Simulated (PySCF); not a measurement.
Al(Me)(Et)2, C5H13Al, SMILES C[CH2][Al]([CH3])[CH2]C, GFN2-xTB optimised geometry.

```
19

Al    -0.35     0.02     0.00
C     -1.35    -1.70    -0.03
H     -2.05    -1.80     0.81
H     -0.67    -2.56     0.03
H     -1.94    -1.84    -0.94
C     -1.32     1.78     0.00
C     -2.83     1.61     0.26
H     -1.20     2.31    -0.96
H     -0.92     2.47     0.75
H     -3.00     1.18     1.25
H     -3.27     0.93    -0.48
H     -3.36     2.56     0.20
C      1.66     0.02     0.00
C      2.27     1.42     0.15
H      2.04    -0.42    -0.93
H      2.06    -0.63     0.80
H      1.99     1.86     1.11
H      1.90     2.09    -0.63
H      3.36     1.40     0.10
```

Density from PBE0/def2-SVP (PySCF) at that geometry.

Minimum of the electron density along straight lines between bonded atoms, close to the bond critical point (lines longer than 1.1 times the sum of covalent radii, or with two minima, are not listed):

```tsv
bond	length / Å	ρ at the minimum / e bohr⁻³	∇²ρ there / e bohr⁻⁵	position (fraction from the first atom)
Al1–C2	1.993	0.078	0.30	0.40
C2–H3	1.095	0.263	-0.90	0.62
C2–H4	1.096	0.264	-0.91	0.62
C2–H5	1.095	0.263	-0.90	0.62
Al1–C6	2.014	0.077	0.29	0.39
C6–C7	1.537	0.233	-0.50	0.50
C6–H8	1.100	0.263	-0.89	0.62
C6–H9	1.100	0.264	-0.89	0.62
C7–H10	1.090	0.275	-0.99	0.62
C7–H11	1.090	0.275	-0.99	0.62
C7–H12	1.091	0.275	-0.99	0.62
Al1–C13	2.012	0.077	0.29	0.39
C13–C14	1.537	0.233	-0.51	0.50
C13–H15	1.100	0.263	-0.88	0.62
C13–H16	1.100	0.263	-0.89	0.62
C14–H17	1.089	0.275	-0.99	0.62
C14–H18	1.090	0.275	-0.99	0.62
C14–H19	1.091	0.275	-0.99	0.62
```
